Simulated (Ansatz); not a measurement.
cyclo-(SiH2)4 (Si₄H₈). Charge 0, multiplicity 3. Geometry PBE-D4/def2-SVP, that of the neutral singlet; atoms count from 1.

| atom | x (Å) | y (Å) | z (Å) |
| --- | --- | --- | --- |
| Si1 | 1.099 | -1.277 | -0.016 |
| H2 | 1.922 | -1.739 | 1.159 |
| H3 | 1.426 | -2.148 | -1.203 |
| Si4 | 1.229 | 1.063 | -0.446 |
| H5 | 2.127 | 1.822 | 0.498 |
| H6 | 1.613 | 1.415 | -1.861 |
| Si7 | -1.098 | 1.278 | 0.022 |
| H8 | -1.414 | 2.141 | 1.217 |
| H9 | -1.928 | 1.752 | -1.145 |
| Si10 | -1.230 | -1.064 | 0.440 |
| H11 | -2.122 | -1.817 | -0.515 |
| H12 | -1.625 | -1.425 | 1.849 |

At PBE0-D4/def2-TZVP a singlet of charge 0 lies 4.37 eV below the triplet at the same geometry.

Estimate the Mulliken populations from the PBE0/def2-TZVP orbitals of Ansatz.


```csv
atom,charge (e),spin (α − β)
Si1,-0.01,0.20
H2,0.00,0.04
H3,0.00,0.04
Si4,0.01,0.60
H5,0.00,0.06
H6,0.00,0.06
Si7,0.01,0.60
H8,0.00,0.06
H9,0.00,0.06
Si10,-0.01,0.20
H11,0.00,0.04
H12,0.00,0.04
```
Mulliken values and Mayer orders depend strongly on the basis.

Where does the spin sit?

Summed by element: Si 1.60, H 0.40, of 2 unpaired in all. Largest on single atoms: Si7 0.60, Si4 0.60, Si10 0.20.

And the Mayer bond orders between bonded heavy atoms (over 0.3)?

Si1–Si4 0.98 (2.38 Å); Si1–Si10 1.01 (2.38 Å); Si4–Si7 0.83 (2.38 Å); Si7–Si10 0.98 (2.38 Å).
